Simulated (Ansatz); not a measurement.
`[F][Hf]([F])([Br])[Br]` at its PBE0-D4/def2-TZVP geometry, where that method's forces vanish. The species carries charge 0 and has multiplicity 1. Hf: def2 effective core potential.

```
atom    x (Å)    y (Å)    z (Å)
  F1  -0.1614  -0.9635  -1.6946
 Hf2  -0.0340  -0.1133  -0.0190
  F3  -0.5345  -1.3549   1.3056
 Br4   2.3145   0.6034   0.3666
 Br5  -1.5845   1.8283   0.0415
```

(1) For each bond, give half the difference of the two atoms' forces along it (eV/Å; positive pushes the atoms apart) under PBE-D4, r2SCAN-D4, B3LYP-D4, ωB97M-V in def2-TZVPP. (Best estimate.)

## Answers

(1) Computed: 
```tsv
bond	length (Å)	PBE-D4	r2SCAN-D4	B3LYP-D4	ωB97M-V
F1–Hf2	1.883	0.25	0.05	0.16	0.03
Hf2–F3	1.883	0.25	0.05	0.16	0.03
Hf2–Br4	2.486	0.03	0.05	0.12	0.04
Hf2–Br5	2.486	0.03	0.05	0.12	0.04
```

B3LYP here is the variant with VWN-RPA as its local correlation; programs differ in this.
